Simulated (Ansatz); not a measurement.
Reaction (SMILES): P#N (N-P) + H+ → P#[NH+]
B3LYP-D3(BJ)/def2-TZVP geometries, fixed; electronic energies without zero-point terms; positive where energy is released.

Core correlation in the proton affinity at CCSD(T) with Ansatz (a first-principles code), in kcal/mol: frozen core against 1s of Al to Cl frozen alone. Core-valence sets carry the plain set on hydrogen. A restricted Hartree-Fock determinant is unstable towards unrestricted orbitals. The proton sits at the site shown, which need not be the one that binds it best. Costs are rough ratios of core time on shared machines of one kind.

| basis | functions, most | frozen core |
|---|---|---|
| cc-pV(D+d)Z | 42 | 198.29 |
| cc-pCVDZ | 50 | 197.02 |
| cc-pV(T+d)Z | 83 | 197.10 |
| cc-pCVTZ | 116 | 196.92 |
| cc-pwCVTZ | 116 | 197.12 |
| cc-pV(Q+d)Z | 149 | 196.15 |
| cc-pCVQZ | 223 | 196.16 |
| cc-pwCVQZ | 223 | 196.15 |

Question: How large is the core term in each set?

Answer: The largest core-valence set, cc-pwCVQZ, gives a core term of 0.17 kcal/mol; the valence set cc-pV(Q+d)Z, which lacks functions for the core, gives 1.36. By row: cc-pV(D+d)Z 0.44, cc-pCVDZ 0.27, cc-pV(T+d)Z 1.79, cc-pCVTZ 0.23, cc-pwCVTZ 0.22, cc-pV(Q+d)Z 1.36, cc-pCVQZ 0.18, cc-pwCVQZ 0.17.
